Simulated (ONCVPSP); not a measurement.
Which change was made? (In, ONCV)

indium (In), optimised norm-conserving Vanderbilt (ONCV), made with ONCVPSP 4.0.1 (PBE, scalar-relativistic). Core [Kr] 4d10, reference 5s1 5p2. Waves: 5s: rc 2.15 bohr, ncon 4, nbas 7, qcut 2.6 1/bohr, 2 projectors, debl 1.8 Ha; 5p: rc 2.15 bohr, ncon 4, nbas 8, qcut 3.4 1/bohr, local. Local part: the p channel. Core correction: Teter function, fcfact 2, rcfact 1.25.

Cutoffs, loose and tight: the cutoffs (Ha) at which the residual kinetic energy of the hardest occupied pseudo-wave falls to 1 and 0.1 mHa per electron. They do not see the model core or the augmentation charge, which bear on the density cutoff. Test errors are all-electron minus pseudo excitation energies from the reference, over the configurations 5s2 5p1; 5s2 5p0; 5s1 5p0; 5s2 5p0.5; variants that change the core or the reference have their own tests.

The base gives: outcome: generated; cutoff, loose: 18 Ha; cutoff, tight: 25 Ha; bound ghosts: none; GHOST(+) flags above zero: none; largest test error (meV): +45.

(1) After one change the result is: outcome: generated; cutoff, loose: 18 Ha; cutoff, tight: 25 Ha; bound ghosts: none; GHOST(+) flags above zero: none; largest test error (meV): -373. Which change was it?
A. core correction Teter function, fcfact 2, rcfact 1.82
B. s: qcut 1.7
C. core correction polynomial model core, fcfact 0.2

## Answers

(1) A. The others give: core correction polynomial model core, fcfact 0.2 → outcome: generated; cutoff, loose: 18 Ha; cutoff, tight: 25 Ha; bound ghosts: none; GHOST(+) flags above zero: none; largest test error (meV): -82 | s: qcut 1.7 → outcome: generated; cutoff, loose: 22 Ha; cutoff, tight: 26 Ha; bound ghosts: none; GHOST(+) flags above zero: none; largest test error (meV): +45.
